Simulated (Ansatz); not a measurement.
Consider the formal exchange of groups at the As–N bond: `CN[AsH]C` + SiH₄ → `C[AsH][SiH3]` + CH₃NH₂.

Isolated molecules relaxed with PBE0-D4/def2-TZVP in Ansatz; ΔE leaves out vibrations. CCSD(T)/CBS adds triple-zeta CCSD(T) − MP2 to the extrapolated MP2 energy (def2 sets, frozen cores). This one scheme is used for every species. Functionals use def2-TZVPP. For As outer-core shells are correlated without core-valence functions, which leaves a few kJ/mol of doubt a bond. Scalar relativity is left out up to krypton. Each species was taken in one conformer, which may not be the lowest.

Problem. Is it downhill or uphill in electronic energy at CCSD(T)/CBS, and by how much? (Estimate.)

Solution. Computed: Downhill: ΔE = -52.9 kJ/mol.

Problem. What do these levels give: PBE-D4, r2SCAN-D4, ωB97X-V, PBE, r2SCAN, HF/def2-TZVPP, MP2/def2-TZVPP, SCS-MP2/def2-TZVPP, CCSD/def2-TZVPP, CCSD(T)/def2-TZVPP, MP2/def2-QZVPP, HF/CBS(def2)? (Estimate.)

Solution. Ansatz gave: PBE-D4 -58.9, r2SCAN-D4 -55.8, ωB97X-V -48.3, PBE -59.6, r2SCAN -56.2, HF/def2-TZVPP -44.5, MP2/def2-TZVPP -47.4, SCS-MP2/def2-TZVPP -42.9, CCSD/def2-TZVPP -48.0, CCSD(T)/def2-TZVPP -47.8, MP2/def2-QZVPP -50.1, HF/CBS(def2) -43.7 kJ/mol.

Largest T1 diagnostic among the species: 0.011.
